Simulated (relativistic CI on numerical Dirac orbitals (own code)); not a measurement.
# d8 in a ligand field

Computed with a parametric ligand-field model of a d^n configuration (Racah B and C, spin-orbit zeta, crystal field), exact diagonalisation.

Field parameters in Wybourne normalisation: Oh B⁴₀ = 21Dq, B⁴₄ = √(5/14) B⁴₀. The field is a parameter set, without covalency.

B = 430 cm⁻¹, C = 1690 cm⁻¹ (C/B = 3.93), Oh, no spin-orbit coupling. Tanabe-Sugano data, E/B above the lowest term (Δ = |10Dq|; b, c mark the second and third term of a kind):

```csv
Δ/B,3A2,3T2,3T1,1E,1T2,1A1
1.0,0.00,1.00,1.79,13.59,14.25,20.63
3.0,0.00,3.00,5.29,14.44,16.86,21.98
5.0,0.00,5.00,8.68,14.86,19.28,23.12
7.0,0.00,7.00,11.92,15.10,21.57,24.07
9.0,0.00,9.00,15.00,15.25,23.78,24.87
11.0,0.00,11.00,17.92,15.35,25.93,25.54
13.0,0.00,13.00,20.68,15.42,28.05,26.10
15.0,0.00,15.00,23.29,15.48,30.14,26.58
17.0,0.00,17.00,25.79,15.52,32.22,27.00
19.0,0.00,19.00,28.19,15.56,34.28,27.35
21.0,0.00,21.00,30.51,15.58,36.33,27.66
23.0,0.00,23.00,32.78,15.61,38.37,27.93
25.0,0.00,25.00,35.00,15.63,40.41,28.17
27.0,0.00,27.00,37.18,15.64,42.44,28.39
29.0,0.00,29.00,39.34,15.66,44.47,28.58
31.0,0.00,31.00,41.47,15.67,46.49,28.75
33.0,0.00,33.00,43.58,15.68,48.51,28.90
35.0,0.00,35.00,45.68,15.69,50.53,29.04
37.0,0.00,37.00,47.77,15.70,52.55,29.16
39.0,0.00,39.00,49.84,15.71,54.56,29.28
41.0,0.00,41.00,51.91,15.72,56.58,29.38
43.0,0.00,43.00,53.97,15.72,58.59,29.48
45.0,0.00,45.00,56.03,15.73,60.60,29.57
47.0,0.00,47.00,58.08,15.73,62.61,29.65
```

The ground term stays 3A2.
